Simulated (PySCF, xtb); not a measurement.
SiH₃I, SMILES [SiH3]I.

xtb with GFN2-xTB at its own geometry gives an orbital gap of 5.21 eV and a dipole moment of 5.46 D.

The structure is a stationary point at B3LYP-D3(BJ)/def2-TZVP. The def2 effective core potentials stand for the cores of I; spin–orbit coupling is left out.

### Question
What does PBE/def2-TZVPD (PySCF) give? (An estimate is asked for; the answer gives what the named calculation found.)

### Answer
gap 4.81 eV (levels -6.60 and -1.79 eV), dipole 1.11 D.
